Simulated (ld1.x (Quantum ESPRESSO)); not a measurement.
Debugging a pseudopotential input (vanadium, ld1.x (Quantum ESPRESSO) 7.5)

Command:

```bash
ld1.x < V.in > V.out
```

Input:

```
&input
   title='V', zed=23., rel=1, dft='sla', iswitch=3,
   config='[Ar] 3d4 4s1 4p0',
   nld=3, rlderiv=4.25, eminld=-2.0, emaxld=5.0, deld=0.02
 /
 &inputp
   pseudotype=2, tm=.true., lloc=-2, rcloc=2.55,
   nlcc=.true., new_core_ps=.true.,
   file_pseudopw='V.UPF', file_wfcaegen='ae.wfc', file_wfcncgen='nc.wfc', file_beta='beta', file_chi='chi'
 /
3
4S  1  0   1.00   0.00  2.25  2.25  0.0
4P  2  1   0.00   0.00  3.90  3.90  0.0
3D  3  2   4.00   0.00  1.70  1.70  0.0
 &test
   configts(1)='3d4 4s1 4p0'
 /
```

This is an input that runs to its end, with one change: functional typed as sla.

Q: How does the run end?

A: The program runs through. The occupied levels of the test differ from the all-electron ones by at most 0.00000 Ry (unchanged input: 0.00000 Ry). All-electron levels move: 3d -0.122 Ry (was -0.178), 4s -0.239 Ry (was -0.285).

```

     Etot =   -1890.312607 Ry,    -945.156304 Ha,  -25719.013242 eV
     Etotps =   -24.792801 Ry,     -12.396400 Ha,    -337.323240 eV

     Ekin =      25.025242 Ry,      12.512621 Ha,     340.485757 eV
     Encl =     -24.198527 Ry,     -12.099263 Ha,    -329.237726 eV
     Ehrt =      11.534778 Ry,       5.767389 Ha,     156.938651 eV
     Ecxc =     -18.007669 Ry,      -9.003835 Ha,    -245.006820 eV
     (Ecc =     -12.904987 Ry,      -6.452493 Ha,    -175.581291 eV)
     Epseu=     -19.146625 Ry,      -9.573312 Ha,    -260.503102 eV

     ---------------------- End of pseudopotential test ----------------------
```
